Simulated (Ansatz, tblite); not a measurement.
Cost and result up the ladder for Ge₁₉PH₂₈⁺, a doped nanocrystal cut from the lattice of germanium (P on a surface site) (48 atoms). Total charge 1; singlet. Geometry: PBE-D4/def2-SVP.

Cartesian coordinates in Å:
```
Ge 3.363 1.136 -2.845
Ge -1.117 -4.036 -1.959
Ge -1.367 -2.899 2.479
P 2.903 2.159 0.881
Ge 0.733 0.315 3.468
Ge 0.892 -0.971 -0.255
Ge -0.737 1.033 -3.264
Ge -3.043 -0.738 -0.503
Ge -0.921 2.477 0.585
Ge -3.245 0.572 3.254
Ge 0.988 -2.788 -1.907
Ge 2.980 0.279 -0.576
Ge 1.368 2.130 -3.858
Ge 0.736 -1.706 2.078
Ge -3.092 -2.599 -2.099
Ge -3.219 -1.431 1.843
Ge 2.844 1.523 3.163
Ge 1.189 3.701 0.346
Ge -1.145 1.800 2.932
Ge -0.958 0.512 -0.877
H 4.530 2.162 -2.771
H 3.832 -0.113 -3.639
H -1.081 -4.980 -3.193
H -1.176 -4.896 -0.667
H -1.449 -3.258 3.988
H -1.381 -4.201 1.633
H 4.131 2.875 0.701
H 0.701 -0.046 4.984
H -0.853 -0.319 -4.025
H -1.918 1.950 -3.692
H -4.225 0.234 -0.808
H -2.024 3.505 0.193
H -3.365 0.206 4.760
H -4.418 1.504 2.846
H 2.197 -3.702 -1.562
H 1.263 -2.099 -3.276
H 4.232 -0.444 0.011
H 1.568 2.094 -5.398
H 1.299 3.613 -3.401
H 1.997 -2.554 2.428
H -4.366 -3.448 -1.839
H -3.174 -1.991 -3.527
H -4.562 -2.198 2.030
H 4.144 0.687 3.304
H 2.977 2.876 3.914
H 1.428 4.846 1.367
H 1.583 4.158 -1.084
H -1.043 3.068 3.834
```

Ansatz on 11 threads of AMD EPYC 7R13 on a shared host and a whole NVIDIA H100 80GB HBM3; xTB runs through tblite on one thread. Times are rough, summed over both states, and most runs start from the orbitals of an earlier one. PBE0-D4/def2-TZVP serves as the yardstick here, not as an exact answer. The other state is a doublet.

The xTB rows come from tblite. Single mean-field runs in def2-TZVP are fitted with def2-universal-jkfit. HOMO above LUMO, or a gap near zero within one spin, warns that the state may not be the lowest or that an electron is smeared out.

Raw xTB energies of ions are shifted by several eV.

```json
{"level": "GFN1-xTB", "functions": "236", "wall time": "1.1 s", "vertical IE (eV)": "15.37", "difference from PBE0-D4/def2-TZVP (eV)": "4.78", "remarks": "–"}
{"level": "GFN2-xTB", "functions": "208", "wall time": "1.1 s", "vertical IE (eV)": "14.13", "difference from PBE0-D4/def2-TZVP (eV)": "3.53", "remarks": "–"}
{"level": "PBE-D4/def2-TZVP (with forces)", "functions": "1117", "wall time": "26 s", "vertical IE (eV)": "10.19", "difference from PBE0-D4/def2-TZVP (eV)": "-0.41", "remarks": "gap within one spin near zero (+2 doublet)"}
{"level": "PBE0-D4/def2-TZVP", "functions": "1117", "wall time": "51 s", "vertical IE (eV)": "10.60", "difference from PBE0-D4/def2-TZVP (eV)": "0.00", "remarks": "–"}
{"level": "BHLYP-D4/def2-TZVP (with forces)", "functions": "1117", "wall time": "69 s", "vertical IE (eV)": "10.85", "difference from PBE0-D4/def2-TZVP (eV)": "0.25", "remarks": "–"}
```
